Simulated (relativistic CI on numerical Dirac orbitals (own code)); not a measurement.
# Nb2+: M2,3 absorption edge

Computed with this model: Dirac-Coulomb-Breit CI, KLI orbitals optimised for each configuration, model QED, valence Slater integrals scaled by 0.9, multiplet model of core-to-valence dipole absorption; configurations [Kr] 4d3 → [Ne] 3s2 3p5 3d10 4s2 4p6 4d4; 300 K; Lorentzian 2 eV and Gaussian 0.4 eV FWHM. Energies are those of the free ion, without screening or charge transfer. The branching ratio is the share of the lower-energy edge in the whole absorption, uncertain by about 0.02 where the edges overlap. S is read from ⟨S²⟩ = S(S + 1).

Field parameters in Wybourne normalisation: D4h B²₀ = −7Ds, B⁴₀ = 21(Dq − Dt), B⁴₄ = 21√(5/14) Dq; Oh B⁴₀ = 21Dq, B⁴₄ = √(5/14) B⁴₀; Td as Oh with Dq negative (B⁴₀ = 21Dq, B⁴₄ = √(5/14) B⁴₀). The field is a parameter set, without covalency.

Case Oh, 10Dq = 20800 cm⁻¹, the dichroism is that of the ground state at zero temperature, magnetised by exchange field 10 meV on Sz. The dichroism I(Δm = −1) − I(Δm = +1), over the sum of the three polarisations, integrates to -0.0370 on the lower edge and 0.0376 on the upper edge. The branching ratio is 0.727.

Problem. Use the orbital sum rule with 7 holes to get ⟨Lz⟩.

Solution. For a p → d edge ⟨Lz⟩ = 2 × n_h × (sum of both integrals) in this sign convention = 0.01; the ground state itself has ⟨Lz⟩ = 0.10 and ⟨Sz⟩ = -1.50. The rule assumes one radial integral for both edges, which relativistic orbitals only approach.
